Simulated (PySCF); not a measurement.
PySCF input file for 1-butanol (C4H10O), SMILES CCCCO, IEF-PCM-ωB97X/def2-SVP. The structure is a stationary point at PBE0-D3(BJ)/def2-SVP. Other conformers were not sampled.

```python
import numpy as np
from pyscf import gto, scf, dft
from pyscf.solvent import pcm

mol = gto.M(
    atom='''
    C    -0.29079859   -2.50427003    0.00000000
    C     0.52337187   -1.22038658    0.00000000
    C    -0.33658401    0.03420642   -0.00000000
    C     0.46632146    1.31654977   -0.00000000
    O    -0.42233987    2.40238667    0.00000000
    H    -0.94132900   -2.56358411    0.88725752
    H     0.35489469   -3.39548762    0.00000000
    H    -0.94132899   -2.56358412   -0.88725753
    H     1.19064218   -1.20675716   -0.88033834
    H     1.19064217   -1.20675716    0.88033835
    H    -1.00049381    0.04187551   -0.88171143
    H    -1.00049382    0.04187552    0.88171142
    H     1.13077611    1.33076600   -0.88950980
    H     1.13077610    1.33076599    0.88950980
    H     0.09076891    3.21519635   -0.00000000
    ''',
    basis='def2-SVP',
    charge=0,
    spin=0,
    max_memory=1600,
    verbose=3,
)
mf = dft.RKS(mol, xc='wb97x').density_fit(auxbasis='def2-universal-jkfit')
mf.grids.level = 3
mf.conv_tol = 1e-9
mf.max_cycle = 100
mf.kernel()
res = {}
for name, eps in {'water': 78.355, 'acetone': 20.493, 'acetonitrile': 35.688}.items():
    s = mf.PCM()
    s.with_solvent.method, s.with_solvent.eps, s.with_solvent.lebedev_order = 'IEF-PCM', eps, 29
    s.kernel(mf.make_rdm1())
    res[name] = (s.e_tot, eps, s.dip_moment(), s.mo_energy, s.converged)
    print(f'{name}: electrostatic solvation free energy {(s.e_tot - mf.e_tot) * 627.509474:.3f} kcal/mol')
```

Output:

```
converged SCF energy = -233.433762824696

WARN: PCM is an experimental feature. It is still in testing.
Features and APIs may be changed in the future.

converged SCF energy = -233.440542226299
Dipole moment(X, Y, Z, Debye):  1.90958,  0.28934,  0.00000
water: electrostatic solvation free energy -4.254 kcal/mol

WARN: PCM is an experimental feature. It is still in testing.
Features and APIs may be changed in the future.

converged SCF energy = -233.440129482843
Dipole moment(X, Y, Z, Debye):  1.87822,  0.28526,  0.00000
acetone: electrostatic solvation free energy -3.995 kcal/mol

WARN: PCM is an experimental feature. It is still in testing.
Features and APIs may be changed in the future.

converged SCF energy = -233.440364739022
Dipole moment(X, Y, Z, Debye):  1.89599,  0.28758,  0.00000
acetonitrile: electrostatic solvation free energy -4.143 kcal/mol
```

The run converged.
